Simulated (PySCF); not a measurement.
Ti(Me)(H)3 (CH₆Ti), SMILES [TiH3][CH3], multiplicity 1.

The structure is a stationary point at PBE-D3(BJ)/def2-TZVP. The geometry has at least one imaginary mode, so it is a saddle point at that level. The multiplicity is an assumed one; no other spin state was optimised. The structure was generated by enumeration; whether it is a known compound was not checked.

Calculation: PySCF with PBE-D3(BJ)/def2-TZVP.

Frequencies are harmonic and unscaled.

Modes within 1.5 cm⁻¹ of each other (mostly degenerate sets) share a row, with their intensities summed.

Computed harmonic wavenumbers and intensities:
```json
[
 {"mode": "1", "ν (cm⁻¹)": "117i", "IR (km/mol)": "0.0", "moving atoms (share of kinetic energy)": "H 100 %"},
 {"mode": "2–3", "ν (cm⁻¹)": "302", "IR (km/mol)": "12.6", "moving atoms (share of kinetic energy)": "H 98 %"},
 {"mode": "4–5", "ν (cm⁻¹)": "436", "IR (km/mol)": "50.2", "moving atoms (share of kinetic energy)": "H 79 %, C 16 %"},
 {"mode": "6", "ν (cm⁻¹)": "462", "IR (km/mol)": "36.4", "moving atoms (share of kinetic energy)": "H 73 %, C 25 %"},
 {"mode": "7–8", "ν (cm⁻¹)": "590", "IR (km/mol)": "138.9", "moving atoms (share of kinetic energy)": "H 99 %"},
 {"mode": "9", "ν (cm⁻¹)": "599", "IR (km/mol)": "220.3", "moving atoms (share of kinetic energy)": "H 45 %, C 30 %, Ti 25 %"},
 {"mode": "10", "ν (cm⁻¹)": "1077", "IR (km/mol)": "6.1", "moving atoms (share of kinetic energy)": "H 75 %, C 25 %"},
 {"mode": "11–12", "ν (cm⁻¹)": "1340", "IR (km/mol)": "16.9", "moving atoms (share of kinetic energy)": "H 94 %"},
 {"mode": "13–14", "ν (cm⁻¹)": "1658", "IR (km/mol)": "705.9", "moving atoms (share of kinetic energy)": "H 97 %"},
 {"mode": "15", "ν (cm⁻¹)": "1690", "IR (km/mol)": "129.3", "moving atoms (share of kinetic energy)": "H 100 %"},
 {"mode": "16", "ν (cm⁻¹)": "2934", "IR (km/mol)": "3.5", "moving atoms (share of kinetic energy)": "H 98 %"},
 {"mode": "17–18", "ν (cm⁻¹)": "3037", "IR (km/mol)": "1.5", "moving atoms (share of kinetic energy)": "H 91 %, C 9 %"}
]
```
